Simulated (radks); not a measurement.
Results of a calculation; reference values are marked as such.
The oxygen anion O2-, [Ne], held by a Watson sphere: a shell of charge +2 at radius R that stands for the Madelung well of a crystal (potential energy -2/R inside, -2/r outside, in hartree with lengths in bohr). Level of theory: non-relativistic Kohn-Sham, LDA (Slater exchange, Perdew-Wang correlation), spin-polarised, spherical densities, point nucleus (a radial shooting solver on a logarithmic mesh with Libxc functionals). Response by self-consistent Sternheimer equations with the Hartree and adiabatic LDA kernel. The sphere does not respond.

R (bohr) = 1.71: e(1s) (eV) -504.13; e(2s) (eV) -23.286; e(2p) (eV) -8.986; <r> 2p (bohr) 1.419; sum of <r^2> (bohr^2) 19.69; X-ray form factor at sin(theta)/lambda = 0.3 1/angstrom 4.257; alpha (bohr^3) 10.94
R (bohr) = 1.84: e(1s) (eV) -504.20; e(2s) (eV) -22.622; e(2p) (eV) -8.477; <r> 2p (bohr) 1.452; sum of <r^2> (bohr^2) 20.61; X-ray form factor at sin(theta)/lambda = 0.3 1/angstrom 4.201; alpha (bohr^3) 12.47
R (bohr) = 1.93: e(1s) (eV) -504.21; e(2s) (eV) -22.191; e(2p) (eV) -8.138; <r> 2p (bohr) 1.474; sum of <r^2> (bohr^2) 21.25; X-ray form factor at sin(theta)/lambda = 0.3 1/angstrom 4.169; alpha (bohr^3) 13.64
R (bohr) = 2.07: e(1s) (eV) -504.19; e(2s) (eV) -21.565; e(2p) (eV) -7.635; <r> 2p (bohr) 1.507; sum of <r^2> (bohr^2) 22.23; X-ray form factor at sin(theta)/lambda = 0.3 1/angstrom 4.130; alpha (bohr^3) 15.68
R (bohr) = 2.13: e(1s) (eV) -504.17; e(2s) (eV) -21.314; e(2p) (eV) -7.428; <r> 2p (bohr) 1.521; sum of <r^2> (bohr^2) 22.65; X-ray form factor at sin(theta)/lambda = 0.3 1/angstrom 4.116; alpha (bohr^3) 16.63
R (bohr) = 2.27: e(1s) (eV) -504.09; e(2s) (eV) -20.765; e(2p) (eV) -6.968; <r> 2p (bohr) 1.553; sum of <r^2> (bohr^2) 23.62; X-ray form factor at sin(theta)/lambda = 0.3 1/angstrom 4.091; alpha (bohr^3) 19.07
R (bohr) = 2.43: e(1s) (eV) -503.96; e(2s) (eV) -20.197; e(2p) (eV) -6.477; <r> 2p (bohr) 1.587; sum of <r^2> (bohr^2) 24.74; X-ray form factor at sin(theta)/lambda = 0.3 1/angstrom 4.070; alpha (bohr^3) 22.25
R (bohr) = 3.51: e(1s) (eV) -502.88; e(2s) (eV) -17.625; e(2p) (eV) -4.048; <r> 2p (bohr) 1.795; sum of <r^2> (bohr^2) 32.61; X-ray form factor at sin(theta)/lambda = 0.3 1/angstrom 4.039; alpha (bohr^3) 59.80
